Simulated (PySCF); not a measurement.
Simulation results for Al2H2O, Al2FHO, AlClO, Al2H2O2 and others

All values are calculated (PySCF 2.14.0). Calculation on a computer-drawn molecule: optimised geometry and harmonic frequencies of an isolated molecule of the commonest isotopes, restricted reference for singlets and unrestricted otherwise, frozen core in MP2.

Common to all runs: charge 0; multiplicity 1; basis cc-pV(D+d)Z.

```json
{"entry": 1, "formula": "Al2H2O", "start_structure": {"atoms_angstrom": [["O", 2.8028, 0.3787, -2.3481], ["Al", 1.6022, 1.1603, -1.6922], ["Al", -0.3845, 2.4538, -0.6066], ["H", -0.1621, 3.1604, 0.7815], ["H", -1.7635, 2.5005, -1.3629]]}, "given": {"method": "MP2", "drawn_bonds_atom": [1, 2, 3, 3], "drawn_bonds_other_atom": [2, 3, 4, 5], "drawn_bonds_order": [2, 1, 1, 1]}, "results": {"optimised_atom_element": ["O", "Al", "Al", "H", "H"], "optimised_atom_x [angstrom]": [2.836, 1.59, -0.3886, -0.1711, -1.771], "optimised_atom_y [angstrom]": [0.3572, 1.168, 2.456, 3.166, 2.506], "optimised_atom_z [angstrom]": [-2.366, -1.685, -0.6042, 0.7853, -1.358], "modes_frequency [cm^-1]": [121.3, 121.7, 319.2, 408.6, 555.5, 786.9, 1017, 1980, 1999], "modes_reduced_mass [dalton]": [12.71, 8.481, 12.52, 1.16, 1.147, 1.061, 19.12, 1.024, 1.062], "rotational_constants [GHz]": [132.2, 2.387, 2.344], "total_energy [hartree]": -560.1572, "convergence_status_largest_gradient_component [hartree/bohr]": 2.264e-05}}
{"entry": 2, "formula": "Al2FHO", "start_structure": {"atoms_angstrom": [["O", -3.0142, -0.1476, -2.3174], ["Al", -1.6586, -0.6177, -1.7147], ["Al", 0.7026, -1.2765, -0.7508], ["F", 1.0011, -2.428, 0.3607], ["H", 1.8438, -0.5279, -1.256]]}, "given": {"method": "HF", "drawn_bonds_atom": [1, 2, 3, 3], "drawn_bonds_other_atom": [2, 3, 4, 5], "drawn_bonds_order": [2, 1, 1, 1]}, "results": {"optimised_atom_element": ["O", "Al", "Al", "F", "H"], "optimised_atom_x [angstrom]": [-3.059, -1.637, 0.7327, 0.7632, 2.075], "optimised_atom_y [angstrom]": [-0.2475, -0.6265, -1.197, -2.411, -0.5161], "optimised_atom_z [angstrom]": [-2.245, -1.687, -0.8132, 0.3046, -1.238], "modes_frequency [cm^-1]": [109.8, 146.7, 198.0, 339.9, 459.1, 680.5, 854.4, 1201, 2056], "modes_reduced_mass [dalton]": [13.54, 10.73, 21.06, 10.53, 1.296, 1.114, 18.36, 19.06, 1.044], "rotational_constants [GHz]": [20.3, 1.619, 1.5], "total_energy [hartree]": -658.7801, "convergence_status_largest_gradient_component [hartree/bohr]": 5.323e-06}}
{"entry": 3, "formula": "Al2FHO", "start_structure": {"atoms_angstrom": [["O", -3.0592, -0.2475, -2.2449], ["Al", -1.6373, -0.6265, -1.6868], ["Al", 0.7327, -1.1965, -0.8132], ["F", 0.7632, -2.4111, 0.3045], ["H", 2.0753, -0.5161, -1.2379]]}, "given": {"method": "MP2", "drawn_bonds_atom": [1, 2, 3, 3], "drawn_bonds_other_atom": [2, 3, 4, 5], "drawn_bonds_order": [2, 1, 1, 1]}, "results": {"optimised_atom_element": ["O", "Al", "Al", "F", "H"], "optimised_atom_x [angstrom]": [-3.101, -1.626, 0.736, 0.7876, 2.078], "optimised_atom_y [angstrom]": [-0.2305, -0.6262, -1.2, -2.429, -0.5126], "optimised_atom_z [angstrom]": [-2.267, -1.685, -0.8092, 0.324, -1.241], "modes_frequency [cm^-1]": [95.65, 119.2, 176.3, 328.4, 441.2, 652.0, 826.1, 1021, 2012], "modes_reduced_mass [dalton]": [14.13, 11.28, 20.39, 10.37, 1.289, 1.115, 17.89, 19.16, 1.045], "rotational_constants [GHz]": [20.14, 1.582, 1.467], "total_energy [hartree]": -659.2860, "convergence_status_largest_gradient_component [hartree/bohr]": 4.402e-05}}
{"entry": 4, "formula": "AlClO", "start_structure": {"atoms_angstrom": [["O", -0.6718, 2.8226, 3.017], ["Al", -0.548, 2.1954, 1.5864], ["Cl", -0.4921, 1.3377, -0.188]]}, "given": {"method": "HF", "drawn_bonds_atom": [1, 2], "drawn_bonds_other_atom": [2, 3], "drawn_bonds_order": [2, 1]}, "results": {"optimised_atom_element": ["O", "Al", "Cl"], "optimised_atom_x [angstrom]": [-0.6568, -0.5788, -0.4763], "optimised_atom_y [angstrom]": [2.848, 2.188, 1.32], "optimised_atom_z [angstrom]": [3.042, 1.621, -0.2476], "modes_frequency [cm^-1]": [194.8, 194.8, 508.7, 1211], "modes_reduced_mass [dalton]": [22.45, 22.45, 25.83, 19.62], "rotational_constants [GHz]": [3.163, 3.163], "total_energy [hartree]": -776.3264, "convergence_status_largest_gradient_component [hartree/bohr]": 4.661e-06}}
{"entry": 5, "formula": "AlClO", "start_structure": {"atoms_angstrom": [["O", -0.6567, 2.8478, 3.0424], ["Al", -0.5788, 2.1876, 1.6206], ["Cl", -0.4763, 1.3202, -0.2476]]}, "given": {"method": "MP2", "drawn_bonds_atom": [1, 2], "drawn_bonds_other_atom": [2, 3], "drawn_bonds_order": [2, 1]}, "results": {"optimised_atom_element": ["O", "Al", "Cl"], "optimised_atom_x [angstrom]": [-0.6589, -0.5782, -0.4747], "optimised_atom_y [angstrom]": [2.866, 2.182, 1.307], "optimised_atom_z [angstrom]": [3.082, 1.609, -0.2761], "modes_frequency [cm^-1]": [160.0, 160.0, 484.6, 1076], "modes_reduced_mass [dalton]": [22.54, 22.54, 25.42, 19.86], "rotational_constants [GHz]": [3.05, 3.05], "total_energy [hartree]": -776.7220, "convergence_status_largest_gradient_component [hartree/bohr]": 2.742e-05}}
{"entry": 6, "formula": "Al2H2O2", "start_structure": {"atoms_angstrom": [["O", -3.0508, -2.0947, -0.7109], ["Al", -1.5189, -2.0981, -0.1646], ["O", -0.0059, -2.059, 0.3872], ["Al", 1.5723, -2.0184, 1.0285], ["H", 2.2642, -3.328, 1.5373], ["H", 2.3072, -0.6594, 1.1026]]}, "given": {"method": "HF", "drawn_bonds_atom": [1, 2, 3, 4, 4], "drawn_bonds_other_atom": [2, 3, 4, 5, 6], "drawn_bonds_order": [2, 1, 1, 1, 1]}, "results": {"optimised_atom_element": ["O", "Al", "O", "Al", "H", "H"], "optimised_atom_x [angstrom]": [-3.012, -1.541, -0.0009195, 1.587, 2.218, 2.317], "optimised_atom_y [angstrom]": [-2.122, -2.086, -2.048, -2.011, -3.368, -0.6219], "optimised_atom_z [angstrom]": [-0.7215, -0.1591, 0.4297, 1.037, 1.51, 1.084], "modes_frequency [cm^-1]": [80.86, 93.15, 260.9, 276.8, 492.6, 607.6, 672.9, 848.1, 1033, 1283, 2031, 2032], "modes_reduced_mass [dalton]": [5.389, 8.664, 10.54, 14.3, 10.26, 1.279, 1.196, 1.079, 16.42, 19.32, 1.064, 1.022], "rotational_constants [GHz]": [129.7, 1.65, 1.629], "total_energy [hartree]": -634.8159, "convergence_status_largest_gradient_component [hartree/bohr]": 2.729e-05}}
{"entry": 7, "formula": "Al2H2O2", "start_structure": {"atoms_angstrom": [["O", -3.0117, -2.1223, -0.7215], ["Al", -1.5412, -2.0857, -0.1591], ["O", -0.0009, -2.0483, 0.4297], ["Al", 1.5869, -2.011, 1.0367], ["H", 2.2181, -3.3683, 1.5103], ["H", 2.3169, -0.6219, 1.084]]}, "given": {"method": "MP2", "drawn_bonds_atom": [1, 2, 3, 4, 4], "drawn_bonds_other_atom": [2, 3, 4, 5, 6], "drawn_bonds_order": [2, 1, 1, 1, 1]}, "results": {"optimised_atom_element": ["O", "Al", "O", "Al", "H", "H"], "optimised_atom_x [angstrom]": [-3.081, -1.56, 0.01038, 1.615, 2.243, 2.342], "optimised_atom_y [angstrom]": [-2.124, -2.086, -2.048, -2.01, -3.37, -0.6186], "optimised_atom_z [angstrom]": [-0.7481, -0.1663, 0.434, 1.047, 1.52, 1.093], "modes_frequency [cm^-1]": [43.55, 62.41, 203.3, 214.5, 461.5, 572.0, 647.0, 817.2, 948.1, 1168, 2002, 2011], "modes_reduced_mass [dalton]": [5.481, 8.755, 14.76, 17.24, 10.43, 1.229, 1.176, 1.076, 16.88, 19.0, 1.022, 1.064], "rotational_constants [GHz]": [129.2, 1.589, 1.569], "total_energy [hartree]": -635.3207, "convergence_status_largest_gradient_component [hartree/bohr]": 2.524e-05}}
{"entry": 8, "formula": "AlH3O2Si", "start_structure": {"atoms_angstrom": [["O", 2.341, -1.7699, -0.6088], ["Al", 0.816, -1.4367, -0.1768], ["O", -0.7942, -1.1932, 0.273], ["Si", -2.3459, -0.8322, 0.7029], ["H", -2.5785, 0.5801, 0.4206], ["H", -3.1228, -1.7264, -0.1844], ["H", -2.365, -1.1989, 2.0705]]}, "given": {"method": "HF", "drawn_bonds_atom": [1, 2, 3, 4, 4, 4], "drawn_bonds_other_atom": [2, 3, 4, 5, 6, 7], "drawn_bonds_order": [2, 1, 1, 1, 1, 1]}, "results": {"optimised_atom_element": ["O", "Al", "O", "Si", "H", "H", "H"], "optimised_atom_x [angstrom]": [2.335, 0.8438, -0.7192, -2.286, -2.585, -3.179, -2.459], "optimised_atom_y [angstrom]": [-1.75, -1.464, -1.165, -0.8648, 0.5608, -1.708, -1.185], "optimised_atom_z [angstrom]": [-0.6055, -0.1937, 0.2378, 0.6704, 0.4344, -0.1465, 2.1], "modes_frequency [cm^-1]": [74.14, 74.15, 255.8, 255.8, 502.1, 792.4, 792.5, 1039, 1039, 1051, 1081, 1294, 2337, 2337, 2347], "modes_reduced_mass [dalton]": [6.075, 6.075, 13.83, 13.83, 10.31, 1.188, 1.188, 1.054, 1.054, 3.381, 1.521, 13.99, 1.052, 1.052, 1.017], "rotational_constants [GHz]": [85.87, 1.621, 1.621], "total_energy [hartree]": -682.4035, "convergence_status_largest_gradient_component [hartree/bohr]": 5.283e-06}}
```
